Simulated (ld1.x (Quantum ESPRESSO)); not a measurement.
## Cutoff test, Ir, TM

iridium (Ir), norm-conserving Troullier–Martins (Kleinman–Bylander form), made with ld1.x (Quantum ESPRESSO) 7.5 (PBE, scalar-relativistic). Core [Xe] 4f14, reference 5d7 6s2 6p0. Waves: 6p (bound, empty): rc 3.80 bohr; 5d (bound): rc 1.50 bohr; 6s (bound): rc 2.00 bohr. Local part: the s channel. Core correction: a·sin(br)/r model core inside 1.45 bohr.

The pseudo-atom Hamiltonian at the reference potential is diagonalised in spherical Bessel functions j_l(qr) that vanish at 20 bohr, with q² up to the cutoff. All-electron valence levels (Ry): 6p -0.0894, 5d -0.5253, 6s -0.4653.

Task: How do the lowest levels (Ry) of each channel move with the cutoff, and are there ghosts?

Result:

| cutoff (Ry) | p #1 | d #1 | s #1 | f #1 | f #2 | Σ f·Δε (mRy) |
| --- | --- | --- | --- | --- | --- | --- |
| 8 | -0.0893 | 0.0360 | -0.4467 | 0.1137 | 0.2384 | 3966.4 |
| 12 | -0.0893 | -0.0869 | -0.4529 | 0.1137 | 0.2384 | 3093.9 |
| 15 | -0.0893 | -0.2005 | -0.4580 | 0.1137 | 0.2384 | 2288.5 |
| 21 | -0.0893 | -0.4388 | -0.4631 | 0.1137 | 0.2384 | 609.7 |
| 25 | -0.0893 | -0.4842 | -0.4632 | 0.1137 | 0.2384 | 292.3 |
| 35 | -0.0893 | -0.5232 | -0.4645 | 0.1137 | 0.2384 | 16.2 |
| 45 | -0.0893 | -0.5247 | -0.4650 | 0.1137 | 0.2384 | 4.6 |
| 50 | -0.0893 | -0.5248 | -0.4650 | 0.1137 | 0.2384 | 4.2 |
| 60 | -0.0893 | -0.5251 | -0.4652 | 0.1137 | 0.2384 | 2.0 |
| 70 | -0.0893 | -0.5252 | -0.4653 | 0.1137 | 0.2384 | 0.5 |
| 90 | -0.0893 | -0.5253 | -0.4653 | 0.1137 | 0.2384 | 0.1 |
| 400 | -0.0893 | -0.5253 | -0.4653 | 0.1137 | 0.2384 | 0.0 |

Result: no extra level below or beside the all-electron valence levels (p, d, s, f tested); 10 mRy is reached at 40 Ry and 1 mRy at 70 Ry.
